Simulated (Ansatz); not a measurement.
Ansatz (a quantum-chemistry and plane-wave program) input:

Ansatz 0.2 input:
```yaml
crystal:
  periodic: [false, false, false]
  atoms:
    - {symbol: Sc, position_ang: [0.40674104, 0.20152354, 0.12630370]}
    - {symbol: F, position_ang: [-0.42445068, 1.11682081, -1.14072303]}
    - {symbol: F, position_ang: [0.02774616, -1.29983161, 0.98394709]}
basis:
  gaussian:
    orbitals: def2-TZVP
hamiltonian:
  xc: b3lyp
  dispersion: d3bj
total_charge: 1
relax: {f_tol: 0.002, max_steps: 150}
```

Question: Which total energy does the run end on?

Answer: -960.37479 Eh (B3LYP-D3(BJ)/def2-TZVP). The basis has 107 functions. The run takes very roughly 22 core-seconds.
